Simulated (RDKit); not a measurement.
A run for RDKit: UFF on C2H9NSe (a complex), monomers drawn apart or pushed together.

```python
from rdkit import Chem
from rdkit.Chem import AllChem, rdDetermineBonds

blocks = [
'''9

C    -0.79871167    0.06319504   -1.83228020
Se   -0.60524658    0.35728083    0.09725114
C     1.31832782    0.72986739    0.10269614
H    -0.17823772   -0.77308409   -2.14771730
H    -1.84516937   -0.16982911   -2.01792372
H    -0.52507466    0.96420178   -2.37730074
H     1.85964807   -0.11303527   -0.32245243
H     1.58658715    0.85643504    1.14919283
H     1.52512881    1.63788108   -0.45972760
''',
'''4

N     0.48261878    0.12969053    3.79089342
H     0.87804676   -0.24066247    4.64746387
H    -0.26300900    0.76576812    4.04994486
H     0.05371508   -0.64190159    3.29094799
''',
]
mol = None
for b in blocks:
    f = Chem.MolFromXYZBlock(b)
    rdDetermineBonds.DetermineBonds(f, charge=0)
    mol = f if mol is None else Chem.CombineMols(mol, f)
Chem.SanitizeMol(mol)
print(Chem.MolToSmiles(Chem.RemoveHs(mol)))
ff = AllChem.UFFGetMoleculeForceField(mol, vdwThresh=100.0, ignoreInterfragInteractions=False)
e = ff.CalcEnergy()
print(f'UFF energy {e:.6f} kcal/mol')
```

The log:

```
C[Se]C.N
UFF energy 2.931676 kcal/mol
```

The run finished.

Cost: around 0.010 core-seconds (rough).
